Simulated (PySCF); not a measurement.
Geometry:
| atom | x (Å) | y (Å) | z (Å) |
| --- | --- | --- | --- |
| C1 | 0.166 | 1.300 | 2.394 |
| C2 | 0.924 | 0.486 | 1.652 |
| C3 | 0.451 | -0.715 | 0.909 |
| Si4 | 0.202 | -0.365 | -0.936 |
| C5 | -0.404 | -1.956 | -1.779 |
| C6 | -1.777 | -2.328 | -1.330 |
| C7 | -2.080 | -3.240 | -0.402 |
| C8 | 1.839 | 0.192 | -1.713 |
| C9 | 2.884 | -0.867 | -1.632 |
| C10 | 3.893 | -0.908 | -0.756 |
| C11 | -1.084 | 1.012 | -1.150 |
| C12 | -1.404 | 1.256 | -2.585 |
| C13 | -0.916 | 2.243 | -3.342 |
| H14 | -0.902 | 1.107 | 2.544 |
| H15 | 0.587 | 2.182 | 2.883 |
| H16 | 1.989 | 0.729 | 1.539 |
| H17 | 1.182 | -1.538 | 0.984 |
| H18 | -0.511 | -1.084 | 1.303 |
| H19 | -0.375 | -1.792 | -2.870 |
| H20 | 0.321 | -2.753 | -1.546 |
| H21 | -2.600 | -1.762 | -1.785 |
| H22 | -1.303 | -3.837 | 0.088 |
| H23 | -3.114 | -3.427 | -0.104 |
| H24 | 2.159 | 1.110 | -1.191 |
| H25 | 1.625 | 0.469 | -2.759 |
| H26 | 2.778 | -1.703 | -2.336 |
| H27 | 4.599 | -1.741 | -0.737 |
| H28 | 4.055 | -0.102 | -0.031 |
| H29 | -1.984 | 0.712 | -0.586 |
| H30 | -0.681 | 1.916 | -0.663 |
| H31 | -2.073 | 0.525 | -3.059 |
| H32 | -0.246 | 3.003 | -2.927 |
| H33 | -1.174 | 2.331 | -4.400 |

PySCF 2.14.0 with density-fitted response routines calculation with shieldings: GIAO PBE0/pcSseg-1 and geometry: PBE0-D3(BJ)/def2-SVP; one conformer, one averaged value for each set of equivalent atoms, relativity neglected, gas phase.

Problem. List the cross peaks expected in HSQC, COSY and HMBC spectra.

Solution. 

HSQC (one-bond C–H):
| δH | δC |
| --- | --- |
| 5.97 (H16/H21/H26/H31) | 143.2 (C2/C6/C9/C12) |
| 5.20 (H15/H23/H27/H33) | 120.7 (C1/C7/C10/C13) |
| 5.18 (H14/H22/H28/H32) | 120.7 (C1/C7/C10/C13) |
| 1.59 (H17/H18/H19/H20/H24/H25/H29/H30) | 20.0 (C3/C5/C8/C11) |

COSY cross peaks (H two or three bonds apart, from the bond graph; peaks can be absent where the dihedral angle is near 90°):
| δH | δH |
| --- | --- |
| 5.97 (H16/H21/H26/H31) | 5.20 (H15/H23/H27/H33) |
| 5.97 (H16/H21/H26/H31) | 5.18 (H14/H22/H28/H32) |
| 5.97 (H16/H21/H26/H31) | 1.59 (H17/H18/H19/H20/H24/H25/H29/H30) |
| 5.20 (H15/H23/H27/H33) | 5.18 (H14/H22/H28/H32) |

HMBC (two and three bonds, from the bond graph):
| δH | δC |
| --- | --- |
| 5.97 (H16/H21/H26/H31) | 120.7 (C1/C7/C10/C13), 20.0 (C3/C5/C8/C11) |
| 5.20 (H15/H23/H27/H33) | 143.2 (C2/C6/C9/C12), 20.0 (C3/C5/C8/C11) |
| 5.18 (H14/H22/H28/H32) | 143.2 (C2/C6/C9/C12), 20.0 (C3/C5/C8/C11) |
| 1.59 (H17/H18/H19/H20/H24/H25/H29/H30) | 143.2 (C2/C6/C9/C12), 120.7 (C1/C7/C10/C13), 20.0 (C3/C5/C8/C11) |

Referencing at the same level of theory: 1H (31.27 ppm) and 13C (184.41 ppm) against TMS.

Short H···H contacts in this conformer between protons four or more bonds apart (candidates for NOE cross peaks, intensity ∝ r⁻⁶): H24···H28 2.53 Å, H14···H18 2.55 Å, H16···H28 2.72 Å, H16···H24 2.76 Å, H20···H26 2.79 Å.

Shifts are as computed. Against solution values, carbons near 30 ppm lie about +2 ppm off and those near 130 ppm about +5 ppm. Of 1211 compounds with measured shifts, 218 miss one by over three times the rms of a fit or turn the order of signals round; such compounds aren't used in these exercises.
